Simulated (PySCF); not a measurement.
Computed vibrations of Pb(SiH3)2

Pb(SiH3)2 (singlet). PySCF 2.14.0, RKS PBE0, Pb def2-SVP with ECP60, Si def2-SVP, H def2-SVP; non-relativistic Hamiltonian with scalar-relativistic core potentials where named; density fitting; no spin-orbit coupling. Central differences of gradients.

```xyz
9

Pb    0.0000    0.0000   -0.4722
Si    1.8580    0.0000    1.5430
H     1.6897   -1.2093    2.4163
H     3.2761    0.0000    1.0540
H     1.6897    1.2093    2.4163
Si   -1.8580    0.0000    1.5430
H    -1.6897    1.2093    2.4163
H    -3.2761    0.0000    1.0540
H    -1.6897   -1.2093    2.4163
```

Run from Python with OMP_NUM_THREADS=2. Where DIIS fails, smearing, a level shift and second-order steps follow.
It took 43 s on 2 threads of Arm Neoverse V2 (shared host).

(1) What are the harmonic wavenumbers and infrared intensities?

(2) Is this a minimum?

## Answers

(1) Modes are labelled in C2v; negative numbers are unstable modes, those under 60 cm⁻¹ near the noise; a finer grid moves soft modes by up to 10 cm⁻¹.
```csv
cm⁻¹,km/mol,symmetry
-47,–,a2
65,0.9,b2
80,1.3,a1
247,7.9,b1
249,10.8,a1
315,18.3,b2
371,0.0,a2
402,1.0,b1
477,0.1,a1
815,413.6,b1
850,279.5,a1
922,93.7,b1
927,2.0,a1
939,0.0,a2
942,60.0,b2
2183,66.6,b1
2188,92.0,a1
2196,0.0,a2
2202,199.2,b1
2202,184.4,b2
2204,40.3,a1
```

(2) Probably not: 1 unstable, though so soft as to be near the noise; the lowest moves the atoms so:
```
Pb   0.00  0.00  0.00
Si   0.00  0.01  0.00
H   -0.19  0.26  0.30
H    0.00 -0.33  0.00
H    0.19  0.26 -0.30
Si   0.00 -0.01  0.00
H    0.19 -0.26  0.30
H    0.00  0.33  0.00
H   -0.19 -0.26 -0.30
```
